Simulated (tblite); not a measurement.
Compound: H6N2SSi.
Z-matrix (Å and degrees, GFN2-xTB geometry), rows numbered from 1:
```
N 
Si  1  1.7184
N   2  1.7196  1  115.84
S   2  2.1531  1  106.68  3   113.51
H   1  1.0057  2  118.91  3    69.67
H   1  1.0079  2  118.89  3   -68.95
H   2  1.4596  1  105.24  3  -130.69
H   3  1.0069  2  119.33  1   148.48
H   3  1.0061  2  119.73  1   -69.86
H   4  1.3213  2   95.28  1    43.31
```

Computed values, GFN2-xTB/tblite, gas phase, harmonic and unscaled. Errors from tens to a few hundred cm⁻¹ against measured bands are possible. Modes of hydrogen on silicon and sulfur can be 10 to 20 % off. One conformer, not necessarily the lowest.

Harmonic wavenumbers (cm⁻¹): 134.4, 162.5, 172.7, 208.0, 221.0, 262.4, 475.5, 498.9, 525.1, 637.9, 683.9, 717.1, 782.6, 832.5, 861.8, 960.3, 1511.8, 1517.7, 2271.3, 2495.2, 3473.8, 3481.0, 3515.7, 3519.3.

A = 5807, B = 3412, C = 2395 MHz; mass 94.002 u (most abundant isotopes); point group C1, symmetry number 1.

Question: Zero-point energy?

Answer: ½Σν̃ = 14961 cm⁻¹ = 178.97 kJ/mol.

Question: Give the ideal-gas entropy at 273.15 K and 1 bar in the rigid-rotor, harmonic-oscillator model (classical rotation).

Answer: Translation 163.70, rotation 109.03, vibration 64.72: S = 337.4 J/(mol K).

Question: And Cp and H(273.15 K) − H(0)?

Answer: Cp = 110.80 J/(mol K), of which vibrations give 77.54 (their classical limit is 24 R = 199.5); H(273.15 K) − H(0) = 19.55 kJ/mol without the zero-point energy, 10.47 from vibrations.

Question: How do the functions run with temperature in this model?

Answer: 
| T (K) | S (J/(mol K)) | Cp (J/(mol K)) | H − H(0) (kJ/mol) | G − H(0) (kJ/mol) | ln q(vib) |
| --- | --- | --- | --- | --- | --- |
| 50 | 218.2 | 40.7 | 1.74 | -9.17 | 0.04 |
| 100 | 253.2 | 61.8 | 4.33 | -20.99 | 0.46 |
| 298.15 | 347.4 | 116.2 | 22.39 | -81.18 | 3.60 |
| 373.15 | 375.0 | 130.0 | 31.64 | -108.29 | 4.86 |
| 500 | 415.5 | 146.8 | 49.26 | -158.51 | 6.91 |
| 750 | 479.4 | 168.1 | 88.83 | -270.73 | 10.57 |
| 1000 | 529.9 | 182.8 | 132.78 | -397.11 | 13.77 |

q(vib) and H(0) count from the zero-point level.

Question: Which modes carry the vibrational entropy at 273.15 K?

Answer: 134.4 cm⁻¹: 11.36; 162.5 cm⁻¹: 9.86; 172.7 cm⁻¹: 9.38; 208.0 cm⁻¹: 7.96; 221.0 cm⁻¹: 7.51; 262.4 cm⁻¹: 6.26 J/(mol K); the other 18 give 12.40 together.

Question: What must be added to the electronic energy to get the Gibbs energy at 273.15 K and 1 bar?

Answer: ZPE + [H(273.15 K) − H(0)] − T·S = 178.97 + 19.55 − 92.17 = 106.35 kJ/mol.

Question: Blend soft modes into free rotors: weight 1/[1 + (100 cm⁻¹/ν̃)⁴] for the oscillator and the rest for a rotor with moment μB/(μ + B), μ = h/(8π²ν), B = 10⁻⁴⁴ kg m². What vibrational entropy results?

Answer: 64.54 J/(mol K) in place of 64.72, which changes −T·S at 273.15 K by +0.05 kJ/mol.

Hindered rotation and anharmonicity are outside this model. Other conformers, if any are populated, would add a mixing term that is left out. The structure is chiral; the term R ln 2 for an equal mix with its mirror image is left out.

Time: 0.31 s of wall time. Hardware: one thread, Arm Neoverse N1 (aarch64), on a shared host. The figure is for the frequency step alone.
